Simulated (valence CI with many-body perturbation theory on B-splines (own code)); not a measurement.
**Basis-set convergence for Re69+**

Calculated by valence CI with perturbative core correlation (CI+MBPT): four valence electrons over a frozen Dirac-Fock core [He], radial functions for each j: 9 s, 9 p, 8 d, 6 f, 3 g, 1 h, with the one-electron correlation potential Σ1, the two-electron term Σ2, the three-electron term Σ3, Breit, model QED; selected CI, second order for the rest, scaled by the run's own slope (own B-spline code, finite nucleus).

The last digits are not significant, and no measured levels were compared; by estimate large intervals hold to a few tenths of a per cent, small ones and those within an open d or f shell to about a per cent.

The reference run has the lowest level (2s^2 2p1/2^2) J=0 and an ionisation energy of 19005.4 eV. Its largest variational space holds 20000 state functions.

Levels are named by their leading jj configuration (3d3/2^4 stands for four electrons in 3d with j = 3/2), which in mixed levels can hold well under half, so a name can repeat and another be missing. Letters in brackets count levels of one name in rising energy.

Changed runs:
A. basis 6 s, 6 p, 5 d, 3 f, 1 g
B. basis 5 s, 5 p, 4 d, 2 f

Excitation energies of the reference run in eV, and shifts in cm⁻¹:

| Level | Reference | A | B |
| --- | --- | --- | --- |
| (2s^2 2p1/2 2p3/2) J=1 | 1502.3 | +112 | -128 |
| (2s^2 2p1/2 2p3/2) J=2 | 1520.6 | +275 | +269 |
| (2s 2p1/2^2 2p3/2) J=2 | 1811.3 | +54 | -297 |
| (2s 2p1/2^2 2p3/2) J=1 | 1901.0 | +129 | +113 |
| (2s^2 2p3/2^2) J=2 | 3048.0 | +270 | +41 |
| (2s^2 2p3/2^2) J=0 | 3112.2 | +200 | +196 |
| (2s 2p1/2 2p3/2^2) J=2 [a] | 3284.4 | +36 | -639 |
| (2s 2p1/2 2p3/2^2) J=3 | 3329.3 | +369 | +77 |
| (2s 2p1/2 2p3/2^2) J=0 | 3393.9 | +30 | -204 |
| (2s 2p1/2 2p3/2^2) J=1 [a] | 3417.0 | +250 | +35 |
| (2s 2p1/2 2p3/2^2) J=2 [b] | 3426.0 | +386 | +410 |
| (2s 2p1/2 2p3/2^2) J=1 [b] | 3430.6 | +236 | +148 |
| Ionisation energy (eV) | 19005.4 | +0.022 | -0.068 |
